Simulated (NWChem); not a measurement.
**Correlation energy of hydrogen bromide (HBr)**

SMILES: Br
```xyz
2

Br     0.0000     0.0000     0.0395
H      0.0000     0.0000    -1.3829
```
Charge 0, spin multiplicity 1.

Everything below was run with NWChem. Structure: optimised with PBE0/def2-SVP, a minimum by its harmonic frequencies.

Basis set: 3-21G. Each correlation energy counts from its own Hartree-Fock reference.

```
method        correlation energy (mHa)  difference from CCSD(T)
------------  ------------------------  -----------------------
MP2                              -41.5                    +10.4
SCS-MP2                          -44.3                     +7.6
CCSD                             -51.6                     +0.2
CCSD+T(CCSD)                     -51.8                      0.0
CCSD(T)                          -51.8                      0.0
CR-CCSD[T]                       -51.8                      0.0
CR-CCSD(T)                       -51.8                      0.0
CCSDT                            -51.9                      0.0
```

The values span 10.4 mHa, from CCSDT (lowest) to MP2 (highest). 

The Hamiltonian is non-relativistic. The correlated methods keep 9 core orbitals frozen. Differences from the coupled-cluster row are differences between methods, not errors against experiment.
